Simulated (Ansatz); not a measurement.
Stepwise reaction of `[CH3][W]([CH3])(=[S])=[S]` with hydrogen fluoride, as a gas-phase model of exchange steps in deposition or etching. ΔE in kJ/mol; ΔG adds harmonic PBE0-D4 terms to CCSD(T)/CBS, at 1 bar.

Gas-phase electronic energies from Ansatz, PBE0-D4/def2-TZVP geometries. CCSD(T)/CBS is the MP2 limit (def2-TZVPP, def2-QZVPP) plus CCSD(T) − MP2 in def2-TZVPP, frozen cores. This one scheme is used for every species. Functionals use def2-TZVPP. B3LYP here is the variant with VWN-RPA as its local correlation; programs differ in this. Elements past krypton have def2 core potentials. For W outer-core shells are correlated without core-valence functions, which leaves a few kJ/mol of doubt a bond.

```csv
step,reaction,PBE-D4,B3LYP-D4,ωB97M-V,CCSD(T)/CBS,ΔG(400 K)
2,`[CH3][W]([F])(=[S])=[S]` + H–F → `[F][W]([F])(=[S])=[S]` + CH₄,-130.2,-132.0,-125.5,-110.6,-102.1
```

**Question.** Give the row of step 1, `[CH3][W]([CH3])(=[S])=[S]` + H–F → `[CH3][W]([F])(=[S])=[S]` + CH₄. (Estimate.)

**Answer.** The calculation gave: 
| step | reaction | PBE-D4 | B3LYP-D4 | ωB97M-V | CCSD(T)/CBS | ΔG(400 K) |
| --- | --- | --- | --- | --- | --- | --- |
| 1 | `[CH3][W]([CH3])(=[S])=[S]` + H–F → `[CH3][W]([F])(=[S])=[S]` + CH₄ | -152.8 | -156.8 | -154.1 | -140.7 | -132.7 |

**Question.** By hand: ΔE of the 2 steps together at CCSD(T)/CBS.

**Answer.** (-140.7) + (-110.6) = -251.3 kJ/mol, or -125.6 kJ/mol a step.

In ΔE each step is higher than the one before. All are downhill at CCSD(T)/CBS. ΔG lies between -132.7 and -102.1 kJ/mol a step. PBE-D4 differs from CCSD(T)/CBS by -19.6 to -12.1 kJ/mol a step. Only this route is followed, and other bonds may react first. Isolated molecules leave out the surface, adducts and barriers. Largest T1 diagnostic: 0.023.
